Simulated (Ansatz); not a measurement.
## Run times for CH9BS2 (SMILES CS.[BH3-][SH2+])

CH9BS2 has 13 atoms, charge 0, and is taken as a singlet. As SMILES, `CS.[BH3-][SH2+]`. The coordinates come from a GFN2-xTB relaxation.

```xyz
13

C     1.1605   -0.9989    2.1888
S     0.9400    0.7783    2.5053
H     0.2041   -1.4354    1.9220
H     1.5333   -1.4376    3.1085
H     1.8784   -1.1362    1.3871
H     0.4305    1.0620    1.3118
B    -0.5315    0.1561   -1.0620
S    -1.6867    0.3357   -2.7156
H    -1.3333    0.1209   -0.1921
H     0.1489    1.1275   -1.0832
H     0.0413   -0.8615   -1.2448
H    -2.0570    1.6085   -2.5441
H    -0.7285    0.6806   -3.5816
```

Program: Ansatz 0.2.0. Hardware: 1 thread of Intel Xeon at 2.70GHz, shared host, so times are rough. Ansatz fits the integrals of SCF and DFT runs by default. Its times include its search for lower SCF states.

Question: Estimate their order by wall time, quickest first.
A. energy at wB97X/def2-TZVP
B. energy at HF/pcseg-1
C. energy at PBEsol-D3(BJ)-ATM/def2-TZVP

Answer: B (1.6 s), C (4.2 s), A (15 s).
